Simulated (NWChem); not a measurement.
System: SeCl2; SMILES Cl[Se]Cl

The following NWChem deck was run.

```
start job
memory heap 200 mb stack 900 mb global 1100 mb
geometry units angstroms noautoz
  Se     0.000000     0.000000     0.683275
  Cl    -1.684850     0.000000    -0.684935
  Cl     1.684850     0.000000    -0.684935
end
basis spherical
  * library def2-svpd
end
dft
  xc pbe0
  iterations 150
end
tddft
  cis
  nroots 6
  notriplet
end
task tddft energy
```

Excerpt of the output:

```
             Northwest Computational Chemistry Package (NWChem) 7.3.0
             --------------------------------------------------------

 C2V symmetry detected

                             Geometry "geometry" -> ""
                             -------------------------

 Output coordinates in angstroms (scale by  1.889725989 to convert to a.u.)

  No.       Tag          Charge          X              Y              Z
 ---- ---------------- ---------- -------------- -------------- --------------
    1 Se                  34.0000     0.00000000     0.00000000     0.68410500
    2 Cl                  17.0000    -1.68485000     0.00000000    -0.68410500
    3 Cl                  17.0000     1.68485000     0.00000000    -0.68410500

 Effective nuclear repulsion energy (a.u.)     327.2328349979

      Symmetry information
      --------------------

 Group name             C2v
 Group number             16
 Group order               4
 No. of unique centers     2

                                 NWChem DFT Module
                                 -----------------

 Summary of "ao basis" -> "ao basis" (spherical)
 ------------------------------------------------------------------------------
       Tag                 Description            Shells   Functions and Types
 ---------------- ------------------------------  ------  ---------------------
 Se                        def2-svpd                15       41   6s5p4d
 Cl                        def2-svpd                11       27   5s4p2d

      Symmetry analysis of basis
      --------------------------

        a1         38
        a2         12
        b1         28
        b2         17

            General Information
            -------------------
          SCF calculation type: DFT
          Wavefunction type:  closed shell.
          No. of atoms     :     3
          No. of electrons :    68
           Alpha electrons :    34
            Beta electrons :    34
          Charge           :     0
          Spin multiplicity:     1
          Use of symmetry is: off; symmetry adaption is: on
          Maximum number of iterations: 150
          AO basis - number of functions:    95
                     number of shells:    37
          Convergence on energy requested:  1.00D-06
          Convergence on density requested:  1.00D-05
          Convergence on gradient requested:  5.00D-04

              XC Information
              --------------
                         PBE0 Method XC Functional
                     Hartree-Fock (Exact) Exchange  0.250
          PerdewBurkeErnzerhof Exchange Functional  0.750
            Perdew 1991 LDA Correlation Functional  1.000 local
           PerdewBurkeErnz. Correlation Functional  1.000 non-local

             Grid Information
             ----------------
          Grid used for XC integration:  medium
          Radial quadrature: Mura-Knowles
          Angular quadrature: Lebedev.
          Tag              B.-S. Rad. Rad. Pts. Rad. Cut. Ang. Pts.
          ---              ---------- --------- --------- ---------
          Se                  1.15      112          11.0       590
          Cl                  1.00       88          13.0       590
          Grid pruning is: on
          Number of quadrature shells:   288
          Spatial weights used:  Erf1

      Superposition of Atomic Density Guess
      -------------------------------------

 Sum of atomic energies:       -3318.17304914

      Non-variational initial energy
      ------------------------------

 Total energy =   -3318.488099
 1-e energy   =   -5265.868334
 2-e energy   =    1620.147400
 HOMO         =      -0.226598
 LUMO         =      -0.068146

      Symmetry analysis of molecular orbitals - initial
      -------------------------------------------------

  Numbering of irreducible representations:

     1 a1          2 a2          3 b1          4 b2

  Orbital symmetries:

     1 a1          2 b1          3 a1          4 a1          5 b1
     6 a1          7 b2          8 a1          9 b1         10 a1
    11 a1         12 b1         13 a1         14 b2         15 b1
    16 a2         17 b1         18 a1         19 b2         20 b1
    21 a1         22 a2         23 a1         24 b2         25 a1
    26 b1         27 a1         28 b1         29 a1         30 b2
    31 a2         32 b1         33 a1         34 b2         35 a1
    36 b1         37 a1         38 b1         39 a1         40 b2
    41 b1         42 a1         43 a1         44 a2

 !! scf_movecs_sym_adapt:    6 vectors were symmetry contaminated

  Symmetry fudging

   convergence    iter        energy       DeltaE   RMS-Dens  Diis-err
 ---------------- ----- ----------------- --------- --------- ---------
 d= 0,ls=0.0,diis     1  -3320.7424026936 -3.65D+03  1.24D-02  4.58D-01

 !! scf_movecs_sym_adapt:    6 vectors were symmetry contaminated

  Symmetry fudging
 d= 0,ls=0.0,diis     2  -3320.7156600014  2.67D-02  7.94D-03  5.29D-01

 !! scf_movecs_sym_adapt:    6 vectors were symmetry contaminated

  Symmetry fudging
 d= 0,ls=0.0,diis     3  -3320.7926930980 -7.70D-02  1.87D-03  4.85D-02

 !! scf_movecs_sym_adapt:    2 vectors were symmetry contaminated

  Symmetry fudging
 d= 0,ls=0.0,diis     4  -3320.7980886975 -5.40D-03  4.52D-04  2.27D-03

 !! scf_movecs_sym_adapt:    2 vectors were symmetry contaminated

  Symmetry fudging
 d= 0,ls=0.0,diis     5  -3320.7983631053 -2.74D-04  9.72D-05  8.65D-05

 !! scf_movecs_sym_adapt:    2 vectors were symmetry contaminated

  Symmetry fudging
  Resetting Diis
 d= 0,ls=0.0,diis     6  -3320.7983768596 -1.38D-05  1.50D-05  3.29D-06

 !! scf_movecs_sym_adapt:    2 vectors were symmetry contaminated

  Symmetry fudging
 d= 0,ls=0.0,diis     7  -3320.7983773847 -5.25D-07  5.78D-06  1.19D-07

         Total DFT energy =    -3320.798377384655
      One electron energy =    -5264.178118679638
           Coulomb energy =     1759.184242023998
    Exchange-Corr. energy =     -143.037335726945
 Nuclear repulsion energy =      327.232834997930

 Numeric. integr. density =       68.000001137305

                  Occupations of the irreducible representations
                  ----------------------------------------------

                     irrep           alpha         beta
                     --------     --------     --------
                     a1               15.0         15.0
                     a2                3.0          3.0
                     b1               10.0         10.0
                     b2                6.0          6.0

                       DFT Final Molecular Orbital Analysis
                       ------------------------------------

 Vector   32  Occ=2.000000D+00  E=-3.660301D-01  Symmetry=a2
              MO Center= -9.8D-10, -1.1D-11, -6.4D-01, r^2= 3.9D+00
   Bfn.  Coefficient  Atom+Function         Bfn.  Coefficient  Atom+Function
  ----- ------------  ---------------      ----- ------------  ---------------
    54      0.438107  2 Cl py                81     -0.438107  3 Cl py
    51      0.345891  2 Cl py                78     -0.345891  3 Cl py
    48      0.197863  2 Cl py                75     -0.197863  3 Cl py
    57      0.056633  2 Cl py                84     -0.056633  3 Cl py
    32     -0.045247  1 Se d -2

 Vector   33  Occ=2.000000D+00  E=-3.573448D-01  Symmetry=b1
              MO Center= -1.2D-09, -3.3D-15, -6.2D-01, r^2= 4.1D+00
   Bfn.  Coefficient  Atom+Function         Bfn.  Coefficient  Atom+Function
  ----- ------------  ---------------      ----- ------------  ---------------
    53      0.361565  2 Cl px                80      0.361565  3 Cl px
    50      0.282114  2 Cl px                77      0.282114  3 Cl px
    55     -0.266466  2 Cl pz                82      0.266466  3 Cl pz
    52     -0.212335  2 Cl pz                79      0.212335  3 Cl pz
    47      0.161397  2 Cl px                74      0.161397  3 Cl px

 Vector   34  Occ=2.000000D+00  E=-2.644010D-01  Symmetry=b2
              MO Center=  1.7D-10, -1.9D-11,  2.8D-01, r^2= 3.0D+00
   Bfn.  Coefficient  Atom+Function         Bfn.  Coefficient  Atom+Function
  ----- ------------  ---------------      ----- ------------  ---------------
    17      0.520616  1 Se py                14      0.490865  1 Se py
    11     -0.295850  1 Se py                54     -0.284066  2 Cl py
    81     -0.284066  3 Cl py                51     -0.214356  2 Cl py
    78     -0.214356  3 Cl py                48     -0.119758  2 Cl py
    75     -0.119758  3 Cl py                 8      0.095605  1 Se py

[...]

                                NWChem TDDFT Module
                                -------------------

            General Information
            -------------------
           No. of orbitals :     190
            Alpha orbitals :      95
             Beta orbitals :      95
        Alpha frozen cores :       0
         Beta frozen cores :       0
     Alpha frozen virtuals :       0
      Beta frozen virtuals :       0
         Spin multiplicity :       1
    Number of AO functions :      95
        Use of symmetry is : off
      Symmetry adaption is : on
         Schwarz screening :  0.10D-07

              XC Information
              --------------
                  PBE0 Method XC Functional
              Hartree-Fock (Exact) Exchange   0.25
   PerdewBurkeErnzerhof Exchange Functional   0.75
     Perdew 1991 LDA Correlation Functional   1.00 local
    PerdewBurkeErnz. Correlation Functional   1.00 non-local

             TDDFT Information
             -----------------
          Calculation type : Tamm-Dancoff TDDFT
         Wavefunction type : Restricted singlets
          No. of electrons :      68
           Alpha electrons :      34
            Beta electrons :      34
              No. of roots :       6
          Max subspacesize :    5200
            Max iterations :     100
               Target root :       1
           Target symmetry : none
      Symmetry restriction : off
                 Algorithm : Optimal
        Davidson threshold :  0.10D-03

    6 smallest eigenvalue differences (eV)
--------------------------------------------------------
  No. Spin  Occ  Vir  Irrep   E(Occ)    E(Vir)   E(Diff)
--------------------------------------------------------
    1    1   34   35 b2       -0.264    -0.112     4.144
    2    1   34   36 a2       -0.264    -0.100     4.481
    3    1   33   35 b1       -0.357    -0.112     6.674
    4    1   32   35 a2       -0.366    -0.112     6.910
    5    1   31   35 a1       -0.367    -0.112     6.929
    6    1   33   36 a1       -0.357    -0.100     7.010
--------------------------------------------------------

  Entering Davidson iterations
  Restricted singlet excited states

  Iter   NTrls   NConv    DeltaV     DeltaE      Time
  ----  ------  ------  ---------  ---------  ---------
    1      6       0     0.11E+00   0.10+100       13.9
    2     12       0     0.39E-01   0.12E-01       14.1
    3     18       0     0.15E-01   0.27E-02       10.2
    4     24       1     0.46E-02   0.48E-03       10.2
    5     29       4     0.11E-02   0.34E-04        9.8
    6     31       5     0.26E-03   0.16E-05        7.1
    7     32       6     0.63E-04   0.87E-07        6.4
  ----  ------  ------  ---------  ---------  ---------
  Convergence criterion met

  Ground state a1      -3320.798377384655 a.u.

  ----------------------------------------------------------------------------
  Root   1 singlet b2             0.098839311 a.u.                2.6896 eV
  ----------------------------------------------------------------------------
     Transition Moments    X  0.00000   Y  0.05736   Z -0.00000
     Dipole Oscillator Strength                    0.0002167757
     Electric Quadrupole                           0.0000000016
     Magnetic Dipole                               0.0000002262
     Total Oscillator Strength                     0.0002170034

     Occ.   34  b2  ---  Virt.   35  a1      -0.99705
  ----------------------------------------------------------------------------
  Root   2 singlet a2             0.105906574 a.u.                2.8819 eV
  ----------------------------------------------------------------------------
     Transition Moments    X -0.00000   Y -0.00000   Z  0.00000
     Dipole Oscillator Strength                    0.0000000000
     Electric Quadrupole                           0.0000000012
     Magnetic Dipole                               0.0000004999
     Total Oscillator Strength                     0.0000005011

     Occ.   34  b2  ---  Virt.   36  b1      -0.99770
  ----------------------------------------------------------------------------
  Root   3 singlet b1             0.193162012 a.u.                5.2562 eV
  ----------------------------------------------------------------------------
     Transition Moments    X -0.24040   Y -0.00000   Z -0.00000
     Dipole Oscillator Strength                    0.0074420480
     Electric Quadrupole                           0.0000000140
     Magnetic Dipole                               0.0000000349
     Total Oscillator Strength                     0.0074420969

     Occ.   31  a1  ---  Virt.   36  b1       0.46289
     Occ.   33  b1  ---  Virt.   35  a1      -0.88120
  ----------------------------------------------------------------------------
  Root   4 singlet a2             0.196210451 a.u.                5.3392 eV
  ----------------------------------------------------------------------------
     Transition Moments    X  0.00000   Y  0.00000   Z -0.00000
     Dipole Oscillator Strength                    0.0000000000
     Electric Quadrupole                           0.0000000125
     Magnetic Dipole                               0.0000001664
     Total Oscillator Strength                     0.0000001790

     Occ.   30  b2  ---  Virt.   36  b1       0.09092
     Occ.   32  a2  ---  Virt.   35  a1       0.99321
  ----------------------------------------------------------------------------
  Root   5 singlet a1             0.200183682 a.u.                5.4473 eV
  ----------------------------------------------------------------------------
     Transition Moments    X  0.00000   Y  0.00000   Z -0.30419
     Dipole Oscillator Strength                    0.0123490838
     Electric Quadrupole                           0.0000000040
     Magnetic Dipole                               0.0000000000
     Total Oscillator Strength                     0.0123490879

     Occ.   29  a1  ---  Virt.   35  a1      -0.15621
     Occ.   31  a1  ---  Virt.   35  a1      -0.67781
     Occ.   33  b1  ---  Virt.   36  b1       0.71165
  ----------------------------------------------------------------------------
  Root   6 singlet a1             0.206786716 a.u.                5.6270 eV
  ----------------------------------------------------------------------------
     Transition Moments    X -0.00000   Y  0.00000   Z  0.12793
     Dipole Oscillator Strength                    0.0022560294
     Electric Quadrupole                           0.0000000638
     Magnetic Dipole                               0.0000000000
     Total Oscillator Strength                     0.0022560932

     Occ.   31  a1  ---  Virt.   35  a1       0.71866
     Occ.   33  b1  ---  Virt.   36  b1       0.69273

              Target root =      1
          Target symmetry = none
      Ground state energy =  -3320.798377384655
        Excitation energy =      0.098839310547
     Excited state energy =  -3320.699538074108

  stored tddft:energy   -3320.6995380741077
```

Level: PBE0/def2-SVPD, TDA. All runs use the structure optimised with PBE0/def2-SVP.
